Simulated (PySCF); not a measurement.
Sn(H)3(NHMe) (CH₇NSn), SMILES C[NH][SnH3]. The structure is a stationary point at PBE-D3(BJ)/def2-SVP. The def2 effective core potentials stand for the cores of Sn; spin–orbit coupling is left out.

**Question.** Give the equilibrium geometry at PBE-D3(BJ)/def2-SVP (PySCF confirms it by a frequency run) as a Z-matrix. (The exact figures need the calculation; the answer reports its results.)

**Answer.** 
```
N
H 1 1.0272
C 1 1.4565 2 111.05
H 3 1.1114 1 109.90 2 -175.76
H 3 1.1133 4 106.18 1 -119.35
H 3 1.1201 4 106.68 5 -113.71
Sn 1 2.0706 2 110.87 3 134.35
H 7 1.7263 1 105.51 2 46.70
H 7 1.7270 8 112.20 1 -113.99
H 7 1.7435 8 110.50 9 -122.44
```
